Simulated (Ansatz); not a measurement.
Species: SiAsH₄, charge 0, doublet. SiAsH4 (SMILES [AsH][SiH3], doublet).
B3LYP-D3(BJ)/def2-TZVP minimum from Ansatz (a first-principles code):
```xyz
6

Si    -1.5078     0.1377     0.3505
As     0.7860    -0.1027    -0.2172
H     -2.3121    -0.7446    -0.5262
H     -1.9512     1.5403     0.1591
H     -1.7412    -0.2460     1.7643
H      1.1758     0.9123     0.8614
```
Charge 0, spin multiplicity 2.

Total energies in def2-SVP, 13 correlated electrons, 19 frozen orbitals. Open shells are spin-unrestricted; no spin-orbit coupling. Cores are frozen in correlated methods (noble-gas shells, and filled d and f shells in the p block). No relativity.

```tsv
method	program	energy (Eh)	minus CCSDT(Q) (mEh)
HF	Ansatz	-2525.07933	246.73
MP2	Ansatz	-2525.27546	50.60
CCSD	Ansatz	-2525.31848	7.58
CCSD(T)	Ansatz	-2525.32468	1.38
CCSDT(Q)	Ansatz	-2525.32606	0.00
```

Rough core times of Ansatz's runs on a shared machine: CCSD(T) under 20 s, CCSDT(Q) 50 s.
